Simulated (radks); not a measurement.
The lithium ion Li2+, 1 electrons, occupied as 1s0.5 2s0.5 (fractional occupations, a model configuration).

All-electron calculation, scalar-relativistic Kohn-Sham, AM05, spin-polarised, spherical densities, finite nucleus; open shells are filled with parallel spins first; Fermi nuclear charge, rms radius 2.444 fm. Program: a radial shooting solver on a logarithmic mesh with Libxc functionals.

Energy parts (Ry):
total: -5.67754
kinetic: 5.65310
electron-nucleus: -11.27353
Hartree: 0.88398
exchange-correlation: -0.94109

Orbitals (lengths in bohr, moments of r in powers of bohr; <r^-3> diverges for s and p1/2; r(max) is where P^2 peaks):
orbital,occ.,eigenvalue (Ry),<r^-3>,<r^4>,r(max)
1s up,0.5,-8.37575,-,0.2619,0.3260
2s up,0.5,-1.75380,-,42.92,1.825
2p up,0,-1.64378,0.8857,30.79,1.508

The highest occupied level is 2s up at -23.862 eV. Summed over all electrons, <r^2> = 2.724 bohr^2, which gives a Langevin (diamagnetic) susceptibility term of -2.16 x 10^-6 cm^3/mol. Spin moment in Bohr magnetons: 1.

Run on one thread of a shared host, so times are rough (Arm Neoverse V2): 0.04 s of CPU time, 0.04 s wall, 13 iterations on 2189 mesh points.
